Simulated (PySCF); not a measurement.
Molecule: Al(H)2(OSiMe3), C₃H₁₁AlOSi, SMILES C[Si](C)(C)[O][AlH2], singlet. Atoms near the plane z = 0.0 Å, at the GFN2-xTB optimised geometry (x, y, z in Å): Al1 (-2.1, -0.1, 0.0), H2 (-2.9, 1.2, 0.0), H3 (-2.9, -1.4, 0.0), O4 (-0.5, -0.1, 0.0), Si5 (1.2, -0.1, 0.0), C6 (1.8, 1.6, 0.4), H9 (2.9, 1.7, 0.3), H11 (1.4, 2.4, -0.3), H14 (1.4, -2.4, 1.1).

Method: PySCF 2.14.0 with PBE0/def2-SVP. Cells within 0.4 Å of a nucleus heavier than hydrogen are left out (blank, or x). The values are rescaled to run from 0 to 1.

```
|1111111111111111111111111111111|
|1111111111111111111111111111111|
|1111111111111111111111111111111|
|1111111111111111111111111111111|
|1111111111111111112211111111111|
|1111000001111111122321111111111|
|1100000000011111235763211112221|
|1000000000011111249998422222222|
|1000000000001111259999977532222|
|1000013210011001259999999953222|
|00001899522110012599x9999953222|
|1000399996541001369999999943222|
|1000399999993002699999975432222|
|1111399999999999999999954322222|
|1112499999999999999999974322222|
|11136999xx999xx999xx99995322222|
|11126999xx999xx999xx99994322222|
|1112499999999999999999974322222|
|1101399999997556999999843222222|
|1000399999972002699998532222222|
|1000399994431001356654322222222|
|0000159931111001233333222222222|
|1000011100011111122322211222222|
|1000000000011111222322111112222|
|1100000000011111222222111111122|
|1110000000111111222222111111111|
|1111000011111111122222111111111|
|1111111111111111122221111111111|
|1111111111111111111111111111111|
|1111111111111111111111111111111|
|1111111111111111111111111111111|
```
Scale: ten equal steps from 0.000 (start of '0') to 1.00 (end of '9'), in the order '0123456789'; x runs from -5.00 to 5.00, y from -5.00 (bottom) to 5.00 (top).

Question: Which quantity is mapped?
A) electrostatic potential
B) an orbital amplitude
C) deformation density (molecule minus spherical neutral atoms)
D) log10 of the electron density

Answer: A, electrostatic potential. In full: electrostatic potential (hartree/e), clipped to [-0.08, 0.12].
